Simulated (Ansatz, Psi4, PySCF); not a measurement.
C4H3O (SMILES [c-]1ccco1), charge -1, singlet, at a GFN2-xTB geometry (in this run its highest filled SCF level lies above zero, so its values depend strongly on the basis, on diffuse functions most of all). Base run: REVPBE/6-31G* run with PySCF.

Input for PySCF:
```python
from pyscf import gto, scf, dft

mol = gto.M(
    atom='''
O    -0.00434124    0.04793050    1.16904018
C     0.01699507    1.22054995    0.39478422
C    -0.01760528   -1.04457952    0.36698234
C     0.01553600    0.75294446   -0.91996930
C    -0.00610386   -0.66403323   -0.93846348
H    -0.03459745   -2.01935969    0.83917224
H     0.02893664    1.37399554   -1.81376634
H    -0.01254091   -1.32736979   -1.79773000
''',
    basis='6-31g*',
    charge=-1,
    verbose=3,
)

mf = dft.RKS(mol)
mf.xc = 'revpbe'
mf.kernel()
```

The same geometry, method and basis name were run in Ansatz (a quantum-chemistry and plane-wave program) and Psi4 and PySCF, at each program's defaults and at the settings that a row names. The base is PySCF at its defaults. Differences at the defaults can come from grids, fitting, cores and function types together.

```csv
code and settings,ΔE vs base (mEh),basis functions,E (Eh),SCF cycles
"PySCF, defaults (exact integrals, its default grid, spherical functions)",0.000,76,-229.29152,12
"Psi4, defaults (density fitting with its default set, its default grid, Cartesian functions)",-4.017,81,-229.29553,11
"Ansatz, defaults (factorised integrals, its default grid, Cartesian functions)",-3.920,81,-229.29544,-
"PySCF, density fitting with def2-universal-jkfit",-0.075,76,-229.29159,12
"PySCF, fine grid",-0.002,76,-229.29152,12
"Psi4, exact integrals, spherical functions, fine grid",-0.001,76,-229.29152,13
"Ansatz, high accuracy, Cartesian functions as the basis file defines them",-3.918,81,-229.29543,-
```
